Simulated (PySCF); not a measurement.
Cl2Se (SMILES Cl[Se]Cl), singlet, at a GFN2-xTB geometry. Base run: HF/def2-SVP (PySCF).

Input for PySCF:
```python
from pyscf import gto, scf

mol = gto.Mole()
mol.atom = '''
    Se    0.00136488    0.00124916    0.68646471
    Cl    1.04133364    1.25945705   -0.69083200
    Cl   -1.04406340   -1.26195537   -0.68209743
'''
mol.basis = 'def2-svp'
mol.verbose = 5
mol.build()

mf = scf.RHF(mol)
mf.kernel()
mf.analyze()
```

The base run was repeated with changes; each row names its change, and settings that it needs were set with it.

```
change                                                                                        basis functions       E (Eh)  HOMO (eV)  HOMO-LUMO gap (eV)  dipole (D)
--------------------------------------------------------------------------------------------  ---------------  -----------  ---------  ------------------  ----------
base                                                                                                       68  -3318.23977      -9.76               11.37        1.36
basis = ANO-RCC-VDZP; relativity = spin-free X2C; nucleus = Gaussian (with mol.nucmod = 'G')               63  -3349.92720      -9.86               10.76        1.42
basis = x2c-TZVPall; relativity = none                                                                    122  -3304.76130      -9.77               11.17        1.09
basis = ANO-RCC-VDZP; relativity = none                                                                    63  -3299.42941      -9.93               10.91        1.20
basis = x2c-SVPall; relativity = none                                                                      68  -3305.64377      -9.82               11.41        1.17
basis = x2c-TZVPall; relativity = spin-free X2C; nucleus = Gaussian (with mol.nucmod = 'G')               122  -3349.92452      -9.75               11.03        1.28
basis = x2c-TZVPall; relativity = spin-free X2C                                                           122  -3349.94102      -9.75               11.03        1.28
basis = x2c-SVPall; relativity = spin-free X2C                                                             68  -3349.15175      -9.74               11.28        1.47
basis = ANO-RCC-VDZP; relativity = spin-free X2C                                                           63  -3349.94690      -9.86               10.76        1.42
basis = x2c-SVPall; relativity = spin-free X2C; nucleus = Gaussian (with mol.nucmod = 'G')                 68  -3349.13668      -9.74               11.28        1.47
```

Total energies compare only within one method and basis.

Basis sets contracted for a relativistic Hamiltonian are a mismatch without it, so the rows without relativity aren't non-relativistic limits. No row has spin-orbit coupling; sets with core potentials leave out the core electrons.
